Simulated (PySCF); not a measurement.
**`N#C[C@@H]1CC=C[S@@](=O)C1`: 4 charge schemes on one density**

Compound: C₆H₇NOS.
Atom-mapped SMILES: `[N:1]#[C:2][C@@H:3]1[CH2:4][CH:5]=[CH:6][S@@:7](=[O:8])[CH2:9]1` (hydrogens: H10 on C3; H11, H12 on C4; H13 on C5; H14 on C6; H15, H16 on C9)

Cartesian coordinates in Å at the GFN2-xTB level; atoms count from 1:
```xyz
16
C6H7NOS angstrom
N     -2.7593   -2.0527    0.4986
C     -1.8272   -1.3911    0.4983
C     -0.6509   -0.5554    0.4600
C     -0.9670    0.7552   -0.2705
C      0.2458    1.5846   -0.5426
C      1.5025    1.2145   -0.3797
S      2.0586   -0.3940    0.2718
O      1.9796   -0.2683    1.7298
C      0.5030   -1.2858   -0.2107
H     -0.3436   -0.3424    1.4954
H     -1.6742    1.3438    0.3202
H     -1.4576    0.5361   -1.2266
H      0.0279    2.5764   -0.9226
H      2.3238    1.8798   -0.5913
H      0.4327   -1.2839   -1.2964
H      0.5983   -2.3080    0.1551
```

Density: PBE0/pcSseg-1 (PySCF); schemes: Mulliken, IAO, Hirshfeld and ESP-fitted. One conformer (not necessarily the lowest) at the GFN2-xTB geometry, without solvent, vibrations or thermal averaging.

Problem. Do the Mulliken, IAO, Hirshfeld and ESP-fitted schemes agree on where the charge is highest?

Solution. The schemes don't all agree: Mulliken S7 (+0.692); IAO S7 (+1.101); Hirshfeld S7 (+0.342); ESP-fitted C3 (+0.501).

Problem. At which atom do the 4 schemes differ most?

Solution. At C3: from -0.361 (Mulliken) to +0.501 e (ESP-fitted), 0.862 e apart.

Problem. Tabulate the Mulliken, IAO, Hirshfeld and ESP-fitted charges.

Solution. In e:

| atom | environment | Mulliken | IAO | Hirshfeld | ESP-fitted |
| --- | --- | --- | --- | --- | --- |
| N1 | nitrile nitrogen | -0.237 | -0.246 | -0.227 | -0.402 |
| C2 | nitrile carbon | +0.153 | +0.138 | +0.088 | +0.094 |
| C3 | sp3 carbon next to a nitrile | -0.361 | -0.156 | -0.007 | +0.501 |
| C4 | allylic carbon | -0.111 | -0.261 | -0.056 | -0.083 |
| C5 | alkene CH carbon | -0.086 | -0.114 | -0.017 | -0.138 |
| C6 | alkene CH carbon | -0.282 | -0.354 | -0.082 | -0.230 |
| S7 | sulfinyl sulfur | +0.692 | +1.101 | +0.342 | +0.316 |
| O8 | sulfinyl oxygen | -0.604 | -0.893 | -0.353 | -0.415 |
| C9 | sp3 carbon bound to sulfur | -0.297 | -0.405 | -0.078 | -0.566 |
| H10 | methine hydrogen | +0.203 | +0.192 | +0.054 | +0.012 |
| H11 | methylene hydrogen | +0.167 | +0.168 | +0.061 | +0.067 |
| H12 | methylene hydrogen | +0.157 | +0.161 | +0.054 | +0.077 |
| H13 | vinylic hydrogen | +0.120 | +0.165 | +0.063 | +0.140 |
| H14 | vinylic hydrogen | +0.143 | +0.171 | +0.053 | +0.185 |
| H15 | methylene hydrogen | +0.161 | +0.160 | +0.049 | +0.190 |
| H16 | methylene hydrogen | +0.184 | +0.173 | +0.058 | +0.252 |

Mean size of the charges over all atoms: IAO 0.304 e, Mulliken 0.247 e, ESP-fitted 0.229 e, Hirshfeld 0.103 e. Each set sums to the total charge, 0, to within 0.001 e. The ESP scheme fits charges at the nuclei, held to the total charge, to the electrostatic potential on points at 1.4 to 2.0 times the van der Waals radii.

Problem. How many electrons does the Mulliken scheme count on C4?

Solution. Z − q = 6 − (-0.111) = 6.111.

Problem. How closely do the schemes follow one another over all atoms?

Solution. Correlation coefficient and root-mean-square difference: Mulliken with IAO 0.96, 0.145 e; IAO with Hirshfeld 0.95, 0.276 e; Mulliken with Hirshfeld 0.91, 0.176 e; Hirshfeld with ESP-fitted 0.72, 0.202 e; IAO with ESP-fitted 0.68, 0.299 e; Mulliken with ESP-fitted 0.60, 0.261 e.

Problem. Sum the charges by element, for elements with more than one atom.

Solution. 
| element | atoms | Mulliken | IAO | Hirshfeld | ESP-fitted |
| --- | --- | --- | --- | --- | --- |
| C | 6 | -0.986 | -1.152 | -0.153 | -0.422 |
| H | 7 | +1.135 | +1.191 | +0.392 | +0.923 |
